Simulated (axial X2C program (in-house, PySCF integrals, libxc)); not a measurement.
Low determinants of ScSe at the PBE0 level, with spin–orbit coupling

Calculated with an in-house relativistic program for diatomic molecules. Two-component (2c) means X2C with spin–orbit coupling and atomic mean-field two-electron Coulomb and Gaunt terms. Basis: Se dyall-cv3z [8s9p6d4f1g], Sc dyall-cv3z [10s11p7d5f2g] (cores contracted in-house); Gaussian nuclei, density fitting, unrestricted open shells. Masses: Se 79.917 u, Sc 44.956 u.

Search at 2.230 Å (vertical energies from the lowest determinant):

```json
{"ΔE (eV)": "0.00", "state": "Ω = 1/2", "electrons beyond evenly filled partner blocks": "ω = 1/2", "electrons in ±ω = 1/2, 3/2, 5/2, 7/2": "39 14 2 0"}
{"ΔE (eV)": "0.90", "state": "Ω = 3/2", "electrons beyond evenly filled partner blocks": "ω = 3/2", "electrons in ±ω = 1/2, 3/2, 5/2, 7/2": "38 15 2 0"}
{"ΔE (eV)": "0.91", "state": "Ω = 5/2", "electrons beyond evenly filled partner blocks": "ω = 5/2", "electrons in ±ω = 1/2, 3/2, 5/2, 7/2": "38 14 3 0"}
{"ΔE (eV)": "2.10", "state": "Ω = 3/2", "electrons beyond evenly filled partner blocks": "ω = 3/2", "electrons in ±ω = 1/2, 3/2, 5/2, 7/2": "40 13 2 0"}
{"ΔE (eV)": "2.26", "state": "Ω = 9/2", "electrons beyond evenly filled partner blocks": "ω = 1/2, ω = 3/2, ω = 5/2", "electrons in ±ω = 1/2, 3/2, 5/2, 7/2": "39 13 3 0"}
{"ΔE (eV)": "2.29", "state": "Ω = 5/2", "electrons beyond evenly filled partner blocks": "ω = -1/2, 2 × ω = 3/2", "electrons in ±ω = 1/2, 3/2, 5/2, 7/2": "39 14 2 0"}
{"ΔE (eV)": "2.32", "state": "Ω = 3/2", "electrons beyond evenly filled partner blocks": "ω = 1/2, ω = -3/2, ω = 5/2", "electrons in ±ω = 1/2, 3/2, 5/2, 7/2": "39 13 3 0"}
```

Lowest determinant, Ω = 1/2 (⟨Sz⟩ = 0.50, ⟨Lz⟩ = 0.00 at PBE0): Re = 2.253 Å, ωe = 436.9 cm⁻¹.

The determinant in row 2 of the search, Ω = 3/2 (⟨Sz⟩ = -0.50, ⟨Lz⟩ = 2.00 at PBE0), was followed along the bond at PBE0; measured from the minimum of the lowest determinant it gives:

Te = 0.818 eV (6600 cm⁻¹), Re = 2.327 Å, ωe = 386.9 cm⁻¹.

(1) Compare the bond of the determinant in row 2 with that of the lowest one.

The search compares states at one distance, so a state with another bond length can lie lower; it is not exhaustive and yields mostly the lowest determinant of each block pattern, so other components and higher states of one pattern are missing. These are energies of single determinants, not of spin-adapted states; PBE0 term energies can be off by some tenths of an eV, and the functional has no current term.

## Answers

(1) At PBE0 its Re is 0.074 Å longer and its force constant, which goes as ωe², is 0.78 times that of the lowest determinant. T0 ≈ Te + Δωe/2 = 6600 + (-25) = 6575 cm⁻¹.
